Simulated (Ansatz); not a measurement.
F3H3MoO3 (`[OH][Mo]([OH])([OH])([F])([F])[F]`) at its PBE0-D4/def2-TZVP geometry, where that method's forces vanish. Total charge 0; spin multiplicity 1. Mo: def2 effective core potential.

```xyz
10

O    -0.3312   -1.0903   -1.3296
Mo    0.1675   -0.0179    0.0916
O    -0.3554    1.5281   -0.7776
O    -1.4718   -0.2086    0.9256
F     0.6862   -1.3125    1.3316
F     1.8722   -0.2560   -0.6294
F     0.9992    1.1904    1.2453
H     0.2852   -1.3289   -2.0306
H    -0.2129    2.4014   -0.3963
H    -1.6390   -0.9057    1.5693
```

Task: What forces (eV/Å) does B3LYP-D4/def2-TZVPP give on these atoms in Ansatz? (Estimate.)

Result: Ansatz gave: 
```
O1  -0.134 -0.264 -0.346
Mo2  0.113 -0.012  0.063
O3  -0.133  0.374 -0.222
O4  -0.407 -0.039  0.198
F5   0.107 -0.282  0.239
F6   0.350 -0.028 -0.156
F7   0.155  0.244  0.252
H8  -0.008 -0.025 -0.030
H9  -0.008  0.035 -0.018
H10 -0.034 -0.005  0.021
```

B3LYP here is the variant with VWN-RPA as its local correlation; programs differ in this.
